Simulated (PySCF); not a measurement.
# Energy and ionisation energy along a bond of H2O2Si

All numbers below are calculated, not measured. The program is PySCF 2.14.0, an open-source quantum chemistry code, run on an isolated molecule that a program drew, which may never have been made. The molecule is H2O2Si (charge 0, singlet), drawn as the SMILES string `O[Si]O`.

The structure below is the HF double-zeta minimum with every atom moved a little at random, so it isn't optimised. Bond O1-H4 is then set to each length in the table by shifting atom 4 along it, with nothing else relaxed.
```xyz
5
H2O2Si, angstrom
O    -2.6480    0.1116   -0.2079
Si   -2.6464    0.6398   -1.7667
O    -1.1117    0.3387   -2.2922
H    -1.9043   -0.2651    0.2498
H    -0.4279   -0.0480   -1.7675
```

E is the energy above the same method's energy at the HF double-zeta minimum. IE is the energy to remove one electron at fixed geometry, to the doublet state of charge +1, as a difference of total energies. The basis family is cc-pV(n+d)Z, with UHF for radicals and no spin-orbit coupling. Best is HF at quadruple zeta, plus MP2 correlation extrapolated from triple and quadruple zeta, plus CCSD(T) minus MP2 at triple zeta, with a frozen core. The other columns are at triple zeta.

```
bond (Å)  E CCSD (kcal/mol)  E PBE (kcal/mol)  E CCSD(T) (kcal/mol)  E best (kcal/mol)  IE CCSD (eV)  IE PBE (eV)  IE CCSD(T) (eV)  IE best (eV)     T1
  0.8060              20.37             22.64                 20.87              20.37         9.843        9.707            9.861        10.039  0.014
  0.9430               0.10              0.32                  0.15               0.12         9.799        9.669            9.817         9.997  0.014
  0.9510               0.00              0.10                  0.03               0.01         9.797        9.667            9.815         9.995  0.014
  1.0600               5.25              3.47                  4.87               4.97         9.768        9.648            9.788         9.969  0.014
  1.1780                  ?                 ?                     ?                  ?             ?            ?                ?             ?      ?
  1.3750              46.43             38.56                 44.51              44.37         9.742        9.667            9.776         9.951  0.017
```

T1 is the CCSD diagnostic of the starting molecule.

**Estimate the best E and IE at 1.1780 Å from the other rows.**

A least-squares cubic in the inverse of the bond length through the other values of E best gives 17.79 kcal/mol there. A least-squares quadratic in the bond length through IE best gives 9.954 eV. The calculation gives 18.07 kcal/mol and 9.950 eV, so the fits miss by 0.28 kcal/mol and 0.004 eV. The same recipe one zeta lower moves these two values by 0.37 kcal/mol and 0.05 eV, a gauge of their own error. The rest of the row: E is 18.87 (CCSD), 14.89 (PBE), 18.00 (CCSD(T)); IE is 9.747 (CCSD), 9.641 (PBE), 9.770 (CCSD(T)); T1 is 0.015.
